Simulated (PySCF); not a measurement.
## Computed vibrations of [OsO2(OH)3]+

[OsO2(OH)3]+ (singlet). PySCF 2.14.0, RKS B3LYP, Os def2-SVP with ECP60, O def2-SVP, H def2-SVP; non-relativistic Hamiltonian with scalar-relativistic core potentials where named; density fitting; no spin-orbit coupling. Central differences of gradients.

```xyz
9

Os    0.0000    0.0000    0.0000
O     0.0000    0.0000    1.7431
O     0.0000    0.0000   -1.7431
O     1.8325    0.2314    0.0000
H     2.5069   -0.4836    0.0000
O    -1.1167    1.4713    0.0000
H    -0.8347    2.4129    0.0000
O    -0.7158   -1.7027    0.0000
H    -1.6723   -1.9293    0.0000
```

Run from Python with OMP_NUM_THREADS=2. Where DIIS fails, smearing, a level shift and second-order steps follow.
It took 73 s on 2 threads of Arm Neoverse V2 (shared host).

(1) What are the harmonic wavenumbers and infrared intensities?

(2) Is this a minimum?

Answers

(1) Modes are labelled in C3h; negative numbers are unstable modes, those under 60 cm⁻¹ near the noise; a finer grid moves soft modes by up to 10 cm⁻¹.
```json
{"cm⁻¹": "-709", "km/mol": "–", "symmetry": "a''"}
{"cm⁻¹": "-692", "km/mol": "–", "symmetry": "e''"}
{"cm⁻¹": "-692", "km/mol": "–", "symmetry": "e''"}
{"cm⁻¹": "-140", "km/mol": "–", "symmetry": "e'"}
{"cm⁻¹": "-140", "km/mol": "–", "symmetry": "e'"}
{"cm⁻¹": "208", "km/mol": "22.3", "symmetry": "e'"}
{"cm⁻¹": "208", "km/mol": "22.3", "symmetry": "e'"}
{"cm⁻¹": "342", "km/mol": "1.3", "symmetry": "a''"}
{"cm⁻¹": "405", "km/mol": "0.0", "symmetry": "e''"}
{"cm⁻¹": "405", "km/mol": "0.0", "symmetry": "e''"}
{"cm⁻¹": "633", "km/mol": "0.0", "symmetry": "a'"}
{"cm⁻¹": "668", "km/mol": "164.0", "symmetry": "e'"}
{"cm⁻¹": "668", "km/mol": "164.0", "symmetry": "e'"}
{"cm⁻¹": "743", "km/mol": "0.0", "symmetry": "a'"}
{"cm⁻¹": "874", "km/mol": "119.2", "symmetry": "e'"}
{"cm⁻¹": "874", "km/mol": "119.2", "symmetry": "e'"}
{"cm⁻¹": "912", "km/mol": "138.1", "symmetry": "a''"}
{"cm⁻¹": "941", "km/mol": "0.0", "symmetry": "a'"}
{"cm⁻¹": "3640", "km/mol": "972.2", "symmetry": "e'"}
{"cm⁻¹": "3640", "km/mol": "972.2", "symmetry": "e'"}
{"cm⁻¹": "3658", "km/mol": "0.0", "symmetry": "a'"}
```

(2) No: 5 unstable; the lowest moves the atoms so:
```
Os   0.00  0.00  0.00
O    0.00  0.00 -0.01
O    0.00  0.00 -0.01
O    0.00  0.00  0.04
H    0.00  0.00 -0.58
O    0.00  0.00  0.04
H    0.00  0.00 -0.58
O    0.00  0.00  0.04
H    0.00  0.00 -0.58
```
